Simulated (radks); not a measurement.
Results of a calculation; reference values are marked as such.
Question: Numerical settings for neutral platinum, [Xe] 4f14 5d9 6s1. Code: a radial shooting solver on a logarithmic mesh with Libxc functionals. Model: scalar-relativistic Kohn-Sham, PBE, spin-polarised, spherical densities, point nucleus; open shells are filled with parallel spins first (spin-orbit coupling, left out, can overturn this in heavy ions). The defaults (mesh step 0.008 in ln r, mesh end at 40 bohr or more with all orbitals vanishing there, Anderson mixing 0.5 over 9 steps, residual threshold near 1e-9 with the energy settled to 1e-9 hartree or 1e-11 of itself, here a cap of 86 iterations) give E = -18413.533 hartree and 5d at -5.620 eV in 15 iterations. Run on one thread of a shared host, so times are rough (Arm Neoverse N1): 0.43 s of CPU time, 0.43 s wall, 15 iterations on 2728 mesh points. One setting is changed at a time: mesh step in ln r 0.003; mesh step in ln r 0.03; mesh step in ln r 0.08; mesh end (bohr) 20; mesh end (bohr) 3; residual threshold 1e-05; residual threshold 1e-13; mixing 0.01; linear mixing, mixing 0.8; linear mixing, mixing 0.05; mixing history 2; iteration cap 5. Which runs fail to converge, and which converge to a wrong energy?

Answer: Not converged within the cap: mesh step in ln r 0.08; linear mixing, mixing 0.8; linear mixing, mixing 0.05; iteration cap 5. Settled on a wrong energy, with an occupied level pushed above zero by the early mesh end: mesh end (bohr) 3 (+1.78 hartree). Apart from these: no run marked as converged misses the energy by more than 1 mhartree.
